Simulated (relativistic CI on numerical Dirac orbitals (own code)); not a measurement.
**Sc10+: what numerical and physical settings do to a radial Dirac CI calculation**

Reference input:

```
atom Sc  Z=21  charge=10  electrons=11
nucleus A=45  rms_radius_fm=3.5459
hamiltonian dirac-coulomb  breit=on  qed=on  c_scale=1
orbitals kli  potential=per-configuration
slater_scale 1
correlation none
mixing on
grid step=0.0125 r_max=9.3
scf mixing=0.4 start=green max_iterations=150 tolerance=2e-08 node_fill=0.05
configurations
  [Ne] 3s
  [Ne] 3p
end
```

Computed lowest total energy -725.92215 Ha, first excitation 191604.4 cm⁻¹, 20 SCF steps. Runs with settings changed; * marks those that are bad on purpose:

| Changed | Outcome | Lowest level | ΔE (Ha) | First excitation (cm⁻¹) | SCF steps | Message |
| --- | --- | --- | --- | --- | --- | --- |
| Breit term off | converged | 3s ²S1/2 | -0.217 | 191400.3 | 20 |  |
| QED terms off | converged | 3s ²S1/2 | -0.149 | 191890.3 | 20 |  |
| start potential bare | converged | 3s ²S1/2 | -5.15e-11 | 191604.4 | 20 |  |
| nuclear radius 3.9005 fm, grid step 0.008, QED terms off | converged | 3s ²S1/2 | -0.149 | 191889.8 | 20 |  |
| nuclear radius 3545.9 fm * | converged | 3p ²P°1/2 | 185 | 3772.0 | 19 |  |
| end of the grid at 0.74 bohr * | not converged |  |  |  | 1 | SCF of 1s2 2s2 2p6 3s stopped: an orbital could not be found |
